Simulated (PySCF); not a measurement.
Correlation energy of Ir²⁺ (iridium, charge +2)

[Xe] 4f14 5d6 6p1, one real determinant (an excited configuration). Calculation: PySCF 2.14, in x2c-TZVPPall (11s7p7d3f1g, 97 functions); scalar relativity by spin-free X2C-1e. Frozen: [Kr] 4d10 4f14; 15 electrons correlated.

```csv
level,correlation energy (mhartree)
CCSD,-341.83
(T),-8.53
CCSD(T),-350.36
```

Diagnostics: T1 = 0.0064, D1 = 0.0266, largest double amplitude 0.064.

Task: Is a single reference adequate?

Result: Yes, within this model without spin-orbit coupling: T1 lies below 0.03 and no double amplitude reaches 0.07.

The reference is one real determinant that mixes LS terms of this configuration.

This basis was not built for core-valence correlation, so the inner-shell part is incomplete.
